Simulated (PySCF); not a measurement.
A structure optimised at PBE0-D3(BJ)/def2-SVP, used in a PySCF frequency run:

```
Si
O 1 1.6400
H 2 0.9626 1 118.60
H 1 1.4722 2 107.46 3 180.00
Cl 1 2.0558 4 110.19 2 -120.95
Cl 1 2.0558 4 110.19 2 120.95
```
Charge 0, spin multiplicity 1.

**Question.** Write its SMILES, formula and point group.

**Answer.** O[SiH](Cl)Cl, Cl2H2OSi, Cs

**Question.** What are its rotational constants (standard atomic weights)?

**Answer.** 4.5618, 2.4427, 1.7299 GHz
